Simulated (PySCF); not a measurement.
Computed shifts of a molecule CH11NOSi3, HF/pcSseg-1 (PySCF), GIAO, gas phase, atoms alike by connectivity averaged where their shifts nearly agree, in ppm (number of nuclei): ²⁹Si: -19.3 (1), -24.7 (1), -50.7 (1). ¹³C: -3.7 (1). ¹⁵N: 1.6 (1). ¹H: 4.94 (1), 4.79 (2), 4.77 (1), 4.61 (1), 4.43 (3), 0.81 (1), 0.00 (1), -0.50 (1). References: ¹⁷O against H2O (σ = 333.0 ppm); ²⁹Si against TMS (σ = 393.8 ppm); ¹³C against TMS (σ = 192.6 ppm); ¹⁵N against NH3 (σ = 267.3 ppm); ¹H against TMS (σ = 31.99 ppm), references at their B3LYP-D3(BJ)/def2-TZVP geometries, non-relativistic. The structure is a stationary point at TPSSh-D3(BJ)/def2-SVP. Other conformers were not sampled.

**Question.** Pick the molecule that these values belong to.
(A) CO[SiH2][SiH2]N[SiH3]
(B) CN[SiH2][SiH2][SiH2]O
(C) O[SiH2]C[SiH2]N[SiH3]
(D) CO[SiH2]N[SiH2][SiH3]

**Answer.** C, O[SiH2]C[SiH2]N[SiH3]
